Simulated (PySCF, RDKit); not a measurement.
Conformational energy of H4F6Si4, SMILES F[Si](F)(F)[SiH2][SiH2][Si](F)(F)F. Scanned: dihedral Si2–Si5–Si6–Si7; all other coordinates were relaxed at GFN2-xTB. GFN2-xTB can order the conformers of Si and Ge chains otherwise than DFT does. Points at φ and −φ are mirror images. Heavy atoms are numbered in the order of the SMILES F[Si](F)(F)[SiH2][SiH2][Si](F)(F)F, hydrogens after them in the order of the atoms that carry them; the mirror image has the same energies with the sign of each dihedral reversed.

- MMFF94 // GFN2-xTB (RDKit)
- UFF // GFN2-xTB (RDKit)
- RKS-B3LYP/6-31G* = restricted B3LYP/6-31G*, spherical d, density fitting // GFN2-xTB (PySCF)

Energies in mEh, each method relative to its own lowest point.

```tsv
φ / °	MMFF94	UFF	RKS-B3LYP/6-31G*
-150	10.8	1.0	1.4
-120	10.4	2.3	2.3
-90	6.9	2.6	1.6
-60	1.0	2.3	0.0
-30	0.2	1.6	0.7
0	0.0	0.0	0.8
30	0.2	1.6	0.7
60	1.0	2.3	0.0
90	6.9	2.6	1.6
120	10.4	2.3	2.3
150	10.8	1.0	1.4
180	10.2	0.0	1.1
```

MMFF94 has few fitted parameters for silicon.
